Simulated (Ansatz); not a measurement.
Reaction: BNH3Br (SMILES BrBN) → BNH2Br (SMILES N[B]Br, doublet) + H (doublet) (the B-H bond breaks)
Each species at its own B3LYP-D3(BJ)/def2-TZVP minimum (Ansatz, a quantum-chemistry and plane-wave program), one conformer.

Total energies in hartree (Ansatz). Radicals and triplets start from unrestricted determinants; spin-orbit coupling is neglected. Cores are frozen in correlated methods (noble-gas shells, and filled d and f shells in the p block). No relativity. Where a partner has so few electrons that a lower coupled-cluster level is exact, that level stands in. Spin-orbit terms, left out, reach several kcal/mol for Br and I, and more for heavier atoms.

```tsv
species	HF/cc-pVTZ	CCSD(T)/cc-pVTZ	HF/cc-pVQZ	CCSD(T)/cc-pVQZ	CCSD(T)/cc-pVDZ	CCSDT(Q)/cc-pVDZ
1: BNH3Br (SMILES NBBr)	-2653.45985	-2653.98668	-2653.46873	-2654.03348	-2653.77005	-2653.77155
2: BNH2Br (SMILES N[B]Br, doublet)	-2652.81794	-2653.31078	-2652.82669	-2653.35636	-2653.10014	-2653.10179
3: H (doublet)	-0.49981	-0.49981	-0.49995	-0.49995	-0.49928	-0.49928
```

Task: Work out the bond dissociation energy (electronic) in kJ/mol: take Hartree-Fock from cc-pVQZ, extrapolate the CCSD(T) correlation energy as X^-3 (X = 3, 4), and add CCSDT(Q) - CCSD(T) in cc-pVDZ. 1 hartree = 2625.5 kJ/mol.

Result: 
Species 1: correlation (64·(-0.56475) - 27·(-0.52683))/37 = -0.59242; step -0.00150; E1 = -2653.46873 + (-0.59242) + (-0.00150) = -2654.06265
Species 2: correlation (64·(-0.52967) - 27·(-0.49284))/37 = -0.55655; step -0.00165; E2 = -2652.82669 + (-0.55655) + (-0.00165) = -2653.38489
Species 3: correlation (64·(0.00000) - 27·(0.00000))/37 = 0.00000; step +0.00000; E3 = -0.49995 + (0.00000) + (+0.00000) = -0.49995
-1·E1 +1·E2 +1·E3 = 0.17781 hartree = 466.8 kJ/mol.
